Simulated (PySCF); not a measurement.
Compound: C8H12NP.
Numbering: `[CH2:1]=[P:2]1([n:3]2[cH:4][cH:5][cH:6][cH:7]2)[CH2:8][CH2:9][CH2:10]1`

NICS = −σ at a ghost point: NICS(0) at the centroid of the ring atoms, NICS(1) 1 Å to either side along the normal of their mean plane, zz for the tensor component along that normal. Level: GIAO PBE0/pcSseg-1 (PySCF, non-relativistic, gas phase) on the GFN2-xTB geometry, one conformer.

Ring bond lengths (Å), with Mayer bond orders in brackets: P2–C8 1.848 (0.94), C8–C9 1.541 (0.99), C9–C10 1.535 (1.00), C10–P2 1.915 (0.84); N3–C4 1.372 (1.10), C4–C5 1.361 (1.55), C5–C6 1.415 (1.32), C6–C7 1.362 (1.55), C7–N3 1.371 (1.08).

Q: Give the NICS values of each ring in ppm.

A: 
```
          ring                                               type  NICS(0)  NICS(1), two faces  NICS(1)zz, two faces  rms pucker (Å)  centre to ring atoms, mean (Å)
  P2–C8–C9–C10    4-membered ring with P; formal bonds all single     -3.1         -2.4 / -1.8             0.5 / 0.9            0.13                            1.20
N3–C4–C5–C6–C7  5-membered ring with N; formal bonds all aromatic    -12.4       -10.5 / -10.6         -27.9 / -27.8            0.00                            1.17
```

Q: What can be read from them?

A: 
- P2–C8–C9–C10: mean NICS(1)zz 0.7 ppm, near zero. P2, C8, C9, C10 have four or more neighbours; no verdict on aromaticity is drawn.
- N3–C4–C5–C6–C7: mean NICS(1)zz -27.9 ppm, shielded. For a flat ring without four-coordinate atoms the NICS criterion counts such a value as aromatic.

Q: How equal are the bonds by HOMA? HOMA = 1 − mean of α(R − Ropt)² over the ring bonds, with Krygowski's 1993 parameters (CC: Ropt 1.388 Å, α 257.7 Å⁻²; CN: Ropt 1.334 Å, α 93.52 Å⁻²).

A: 
- N3–C4–C5–C6–C7: HOMA 0.84; the largest term is that of C5–C6, α(R − Ropt)² = 0.19. The geometric and the magnetic index point the same way.

The run took about 2.4 min of CPU time (one thread, shared machine). This is the whole shielding run at PBE0/pcSseg-1, SCF included.

Conformer computed: `[CH2:1]=[P:2]1([n:3]2[cH:4][cH:5][cH:6][cH:7]2)[CH2:8][CH2:9][CH2:10]1`: C1–P2–N3–C4 -47°.
